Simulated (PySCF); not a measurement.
**How well do the runs reproduce experiment for lithium potassium?**

**Experimental background.**

From Liu, Meijer, Perez-Rios, Phys. Chem. Chem. Phys. 22 (2020) 24191, for the gas: dipole moment 3.45 D.

How close the calculation comes is told at the end.

Compound: lithium potassium, KLi.
Numbering: `[Li:1][K:2]`

Geometry (PBE0-D3(BJ)/def2-TZVP, Å), atoms numbered from 1 in this order:
```
atom  x, y, z in Å
Li1    1.7089   -0.0342    0.0033
K2    -1.6914    0.0054   -0.0155
```

Runs made with PySCF (gas phase, on this PBE0-D3(BJ)/def2-TZVP geometry; no spin–orbit coupling):

```csv
level,job,basis functions,wall time
"PBE0-D3(BJ)/def2-TZVP, grid level 2",geometry optimisation from a GFN2-xTB start shaken at random,47,2.9 s
B97-2/pcSseg-2,shieldings,71,0.78 s
KT3/pcSseg-2,shieldings,71,1.4 s
PBE0/pcSseg-2,"shieldings, charges and field gradients",71,1.8 s
wB97X-D/pcSseg-2,shieldings,71,1.1 s
```

Hardware: an Arm Neoverse V1 with one thread, no GPU, shared host.

Results beside the measurements:

**Dipole moment.** Measured: 3.45 D (Liu, Meijer, Perez-Rios, Phys. Chem. Chem. Phys. 22 (2020) 24191).

```json
{"level": "PBE0-D3(BJ)/def2-TZVP", "computed (D)": "3.40", "computed − measured (D)": "-0.05", "% (from the printed values)": "-1"}
{"level": "B97-2/pcSseg-2", "computed (D)": "3.44", "computed − measured (D)": "-0.01", "% (from the printed values)": "0"}
{"level": "KT3/pcSseg-2", "computed (D)": "2.95", "computed − measured (D)": "-0.50", "% (from the printed values)": "-14"}
{"level": "PBE0/pcSseg-2", "computed (D)": "3.43", "computed − measured (D)": "-0.02", "% (from the printed values)": "-1"}
{"level": "wB97X-D/pcSseg-2", "computed (D)": "3.91", "computed − measured (D)": "+0.46", "% (from the printed values)": "+13"}
```

Closest is B97-2/pcSseg-2 (-0.01 D), furthest KT3/pcSseg-2 (-0.50 D); one molecule doesn't rank methods. The computed dipoles belong to one fixed geometry; measured ones are averaged over vibrations unless marked μe. Magnitudes are compared, not signs.

No measured geometry was used, and the causes of the misses weren't examined.
